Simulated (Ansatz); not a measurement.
Breaking a bond: GeMg, lowest singlet found (which spin is the ground state isn't settled by this scan).

- RCCSD = CCSD on RHF/aug-cc-pVDZ, cores with 3d frozen in Ansatz (a first-principles code)
- RHF/aug-cc-pVDZ (Ansatz)
- RKS-PBE = restricted PBE/aug-cc-pVDZ (Ansatz)

Total energies in hartree (comparable only within one method and basis):

```tsv
R / Å	RCCSD	RHF	RKS-PBE
1.86	-2274.84640	-2274.72063	-2276.40271
2.03	-2274.91507	-2274.78937	-2276.46702
2.15	-2274.94433	-2274.81851	-2276.49369
2.27	-2274.96264	-2274.83676	-2276.50996
2.35	-2274.97038	-2274.84455	-2276.51662
2.49	-2274.97780	-2274.85237	-2276.52254
2.55	-2274.97922	-2274.85410	-2276.52343
2.62	-2274.97990	-2274.85525	-2276.52355
2.71	-2274.97960	-2274.85571	-2276.52258
2.84	-2274.97763	-2274.85511	-2276.51964
2.98	-2274.97441	-2274.85358	-2276.51530
3.11	-2274.97110	-2274.85187	-2276.51078
3.28	-2274.96696	-2274.84966	-2276.50484
3.53	-2274.96206	-2274.84691	-2276.49711
3.82	-2274.95833	-2274.84463	-2276.48984
4.18	-2274.95578	-2274.84289	-2276.48325
4.59	-2274.95438	-2274.84184	-2276.47842
5.13	-2274.95356	-2274.84122	-2276.47498
5.70	-2274.95319	-2274.84098	-2276.47334
6.57	-2274.95303	-2274.84087	-2276.47253
7.56	-2274.95291	-2274.84085	-2276.47229
8.80	-2274.95286	-2274.84083	-2276.47220
```

The restricted form behind RHF, RKS-PBE keeps the bonding electrons paired and can't separate into open-shell fragments.
